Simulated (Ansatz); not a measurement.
Geometry optimisation, Ansatz 0.2.0, RKS PBE/def2-SVP.

The input (input.yaml):

```yaml
crystal:
  periodic: [false, false, false]
  atoms:
    - { symbol: W, position_ang: [-0.196214, 0.018, 0.046121] }
    - { symbol: F, position_ang: [-0.0023, 0.152323, 1.898055] }
    - { symbol: F, position_ang: [1.617637, -0.458533, -0.074821] }
    - { symbol: F, position_ang: [-0.359266, 1.860114, -0.123344] }
    - { symbol: O, position_ang: [-2.072092, -0.050689, 0.133704] }
    - { symbol: H, position_ang: [-2.627224, -0.852701, 0.177012] }
    - { symbol: F, position_ang: [-0.417901, -1.857068, 0.171343] }
    - { symbol: F, position_ang: [-0.168211, -0.074319, -1.823982] }
    - { symbol: O, position_ang: [1.982829, 1.870073, 1.350664] }
    - { symbol: H, position_ang: [2.777569, 1.340508, 1.15614] }
    - { symbol: H, position_ang: [1.649972, 1.453693, 2.185507] }
basis:
  gaussian: { orbitals: def2-SVP }
hamiltonian:
  xc: pbe
relax:
  f_tol: 0.03
  max_steps: 50
output:
  orbitals: {}
```

Launched with:

```bash
$ ansatz run input.yaml --threads 4 --pin off --max-ram 5120MiB --backend cpu --events-out ev --progress --plain --runs-dir out
```

Problem. Where does it end, and by what steps?

Solution. The forces met the threshold. After 13 steps the energy has fallen by 0.081 eV; O9 moved furthest, 0.53 Å.

```json
{"step": "0", "energy less start (eV)": "0.0000", "largest force component (eV/Å)": "0.571", "accepted": "yes"}
{"step": "1", "energy less start (eV)": "-0.0272", "largest force component (eV/Å)": "0.233", "accepted": "yes"}
{"step": "2", "energy less start (eV)": "-0.0333", "largest force component (eV/Å)": "0.384", "accepted": "yes"}
{"step": "3", "energy less start (eV)": "-0.0404", "largest force component (eV/Å)": "0.227", "accepted": "yes"}
{"step": "4", "energy less start (eV)": "-0.0486", "largest force component (eV/Å)": "0.170", "accepted": "yes"}
{"step": "5", "energy less start (eV)": "-0.0593", "largest force component (eV/Å)": "0.183", "accepted": "yes"}
{"step": "6", "energy less start (eV)": "-0.0468", "largest force component (eV/Å)": "1.083", "accepted": "no"}
{"step": "7", "energy less start (eV)": "-0.0695", "largest force component (eV/Å)": "0.321", "accepted": "yes"}
{"step": "8", "energy less start (eV)": "-0.0708", "largest force component (eV/Å)": "0.507", "accepted": "yes"}
{"step": "9", "energy less start (eV)": "-0.0739", "largest force component (eV/Å)": "0.387", "accepted": "yes"}
{"step": "10", "energy less start (eV)": "-0.0779", "largest force component (eV/Å)": "0.370", "accepted": "yes"}
{"step": "11", "energy less start (eV)": "-0.0802", "largest force component (eV/Å)": "0.051", "accepted": "yes"}
{"step": "12", "energy less start (eV)": "-0.0807", "largest force component (eV/Å)": "0.034", "accepted": "yes"}
{"step": "13", "energy less start (eV)": "-0.0807", "largest force component (eV/Å)": "0.016", "accepted": "yes"}
```

```xyz
11
Properties=species:S:1:pos:R:3
W -0.292 -0.081 -0.061
F -0.064 0.187 1.784
F 1.578 -0.094 -0.212
F -0.351 1.759 -0.336
O -2.130 -0.223 0.105
H -2.989 -0.662 0.221
F -0.147 -1.935 0.202
F -0.359 -0.345 -1.911
O 2.315 2.007 1.744
H 2.761 1.356 1.171
H 1.864 1.432 2.390
```

The run took 20 s on 4 threads of Intel(R) Xeon(R) Platinum 8488C (Sapphire Rapids), on a shared host, peak memory 0.23 GiB.
